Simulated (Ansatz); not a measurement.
CH7BOSSi (`OBCS[SiH3]`), relaxed with RKS PBE-D4/def2-SVP in the Gaussian-basis code of Ansatz from a rough embedded geometry. The force threshold is 0.03 eV/Å; the program also tests the step.

Charge 0, multiplicity 1.

Start:

```xyz
12

O    -0.088    0.992    2.921
B     0.318    1.266    1.545
C     0.068    0.157    0.458
S     0.605    0.618   -1.150
Si    0.043   -1.136   -2.180
H    -0.965    1.374    3.030
H     0.813    2.263    1.244
H    -1.031   -0.127    0.463
H     0.580   -0.778    0.805
H     0.744   -2.260   -1.565
H    -1.429   -1.327   -1.995
H     0.343   -1.042   -3.577
```

Question: How much energy does the relaxation release, and in how many steps? (Best estimate.)

Answer: Ansatz gave: 101.20 kJ/mol, in 21 steps, 1 of them rejected.

Question: Which bonds change most? (Best estimate.)

Answer: Computed: O1–B2 from 1.461 to 1.359 Å; C3–S4 from 1.757 to 1.852 Å; B2–H7 from 1.152 to 1.223 Å; Si5–H12 from 1.432 to 1.503 Å.

Question: Give the relaxed structure. (Estimate.)

Answer: Computed: 
```xyz
12

O    -0.780    1.330    2.556
B     0.197    1.152    1.627
C     0.037   -0.034    0.595
S     0.371    0.644   -1.095
Si    0.004   -1.127   -2.260
H    -0.590    2.074    3.156
H     1.173    1.888    1.601
H    -0.972   -0.494    0.646
H     0.793   -0.819    0.825
H     0.935   -2.246   -1.866
H    -1.410   -1.623   -2.092
H     0.242   -0.744   -3.693
```
